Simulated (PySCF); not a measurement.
C₆H₇ClGe, SMILES c1(Cl)ccc[c]([GeH3])c1, singlet, GFN2-xTB optimised geometry.

```
15

Cl    -1.18    -3.27     0.04
C     -0.33    -1.76     0.02
C      1.05    -1.76     0.02
C      1.72    -0.55     0.01
C      1.02     0.64     0.00
C     -0.37     0.64     0.00
Ge    -1.36     2.33     0.00
C     -1.05    -0.57     0.01
H      1.59    -2.69     0.03
H      2.80    -0.54     0.01
H      1.54     1.59    -0.01
H     -2.80     2.08    -0.31
H     -0.79     3.27    -1.01
H     -1.27     3.00     1.33
H     -2.13    -0.59     0.01
```

Density from PySCF 2.14.0 with PBE/def2-TZVP at that geometry.

Minimum of the electron density along straight lines between bonded atoms, close to the bond critical point (lines longer than 1.1 times the sum of covalent radii, or with two minima, are not listed):

```tsv
bond	length / Å	ρ at the minimum / e bohr⁻³	∇²ρ there / e bohr⁻⁵	position (fraction from the first atom)
Cl1–C2	1.732	___	___	0.58
C2–C3	1.385	0.319	-0.92	0.52
C3–C4	1.385	0.317	-0.91	0.50
C4–C5	1.383	0.319	-0.92	0.50
C5–C6	1.390	0.314	-0.89	0.50
C6–Ge7	1.954	0.127	___	0.53
C2–C8	1.384	0.319	-0.92	0.52
C6–C8	1.388	0.314	-0.88	0.50
C3–H9	1.079	0.287	-1.01	0.65
C4–H10	1.080	0.286	-1.00	0.65
C5–H11	1.082	0.285	-0.99	0.64
Ge7–H12	1.492	0.143	0.08	0.60
Ge7–H13	1.494	0.142	0.08	0.60
Ge7–H14	1.495	0.142	0.08	0.60
C8–H15	1.081	0.286	-1.00	0.65
```

Problem. What belongs in the gaps?

Solution. 
- Cl1–C2, ρ at the minimum / e bohr⁻³: 0.203
- Cl1–C2, ∇²ρ there / e bohr⁻⁵: -0.30
- C6–Ge7, ∇²ρ there / e bohr⁻⁵: 0.11
